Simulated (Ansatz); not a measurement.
Cd7Te7H20. Charge 0, multiplicity 3. Geometry r2SCAN-D4/def2-SVP, that of the neutral singlet.

```tsv
atom	x (Å)	y (Å)	z (Å)
Cd1	2.938	1.120	3.030
Cd2	-0.753	-0.461	-4.040
Cd3	0.066	3.550	0.861
Cd4	3.806	-1.032	0.874
Cd5	1.204	-3.073	2.117
Cd6	-2.353	-1.156	1.739
Cd7	-1.475	2.139	3.176
Te8	1.525	-1.577	-2.478
Te9	1.850	1.260	0.010
Te10	0.180	-0.352	3.293
Te11	-0.636	2.368	-3.109
Te12	-3.109	-1.360	-2.470
Te13	-2.152	1.372	0.146
Te14	-0.934	-2.961	-0.028
H15	2.822	2.643	3.727
H16	3.823	-0.406	2.696
H17	-0.765	-0.746	-5.718
H18	0.124	4.815	-0.252
H19	5.120	-1.069	-0.193
H20	2.366	-2.199	1.038
H21	1.017	-4.277	3.283
H22	-3.754	-1.470	2.640
H23	-0.063	3.207	2.651
H24	-2.872	2.178	4.113
H25	2.603	-0.728	-3.439
H26	1.554	-2.839	-3.590
H27	3.058	2.283	-0.507
H28	-0.186	-0.802	4.853
H29	-0.087	2.784	-4.647
H30	-2.199	2.623	-3.642
H31	-4.075	-0.702	-3.695
H32	-3.118	-2.806	-3.317
H33	-3.687	1.954	0.441
H34	-1.834	-4.283	0.437
```

In the def2 sets Cd, Te take a core potential; there is no spin–orbit coupling. Single mean-field runs in def2-TZVP are fitted with def2-universal-jkfit. At PBE-D4/def2-TZVP the gap within one spin of the charge 0 triplet nearly closes, so an electron or hole may be smeared out by delocalisation error. At PBE0-D4/def2-TZVP a singlet of charge 0 lies 3.93 eV below the triplet at the same geometry.

Estimate the α-spin orbital energies around the gap (eV) in Ansatz with PBE-D4/def2-TZVP, PBE0-D4/def2-TZVP.


```csv
orbital,PBE-D4/def2-TZVP,PBE0-D4/def2-TZVP
HOMO−5,-6.22,-7.19
HOMO−4,-6.17,-7.04
HOMO−3,-6.12,-7.00
HOMO−2,-6.04,-6.83
HOMO−1,-5.99,-6.77
HOMO,-2.60,-2.92
LUMO,-2.55,-2.01
LUMO+1,-2.44,-1.76
LUMO+2,-2.23,-1.57
LUMO+3,-2.19,-1.50
LUMO+4,-2.13,-1.37
LUMO+5,-2.04,-1.33
β HOMO,-5.91,-6.74
β LUMO,-5.89,-5.64
```
